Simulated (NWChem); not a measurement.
# C3H6OSi; SMILES C#C[Si@@H](C)O

```xyz
11

C      0.0543    -2.5832    -0.1740
C     -0.0210    -1.3898     0.0374
Si    -0.0715     0.4064     0.3772
C      1.4791     1.2254    -0.2955
O     -1.4656     0.9718    -0.3473
H      0.1076    -3.6329    -0.3623
H     -0.1349     0.6072     1.8538
H      1.5665     1.0718    -1.3767
H      1.4782     2.3057    -0.1051
H      2.3733     0.8046     0.1802
H     -1.7393     1.8659    -0.1002
```
Atoms are numbered in this order, from 1.

Computed with NWChem. Medium grid unless said otherwise, to which SCAN and Minnesota functionals are sensitive. Structure relaxed at the B3LYP/6-31G* (spherical d) level. Hybrids' shares of exact exchange are those that their runs print; pure functionals count as 0. The functionals differ in more than this share.

```csv
row,share of exact exchange,orbital gap (eV)
PBE/def2-SVP,0.00,5.68
r2SCAN/def2-SVP,0.00,6.25
TPSSh/def2-SVP,0.10,6.86
B3LYP/def2-SVP,0.20,7.52
PW6B95/def2-SVP,0.28,withheld
```

Q: Fit a straight line of the last column on the one before it, predict the withheld value, and compare with the run.

A: 
1. Means of the 4 shown rows: x = 0.075, y = 6.577. Slope Σ(x − x̄)(y − ȳ)/Σ(x − x̄)² = 0.2167/0.02750 = 7.882; intercept 5.986.
2. The shown rows scatter about the line by 0.208 (root mean square); the largest residual is -0.31, at PBE/def2-SVP.
3. At x = 0.28 (PW6B95/def2-SVP; beyond the shown range) the line gives 8.19.
4. The run gives 8.11, -0.08 from the line, 0.4 times the scatter.
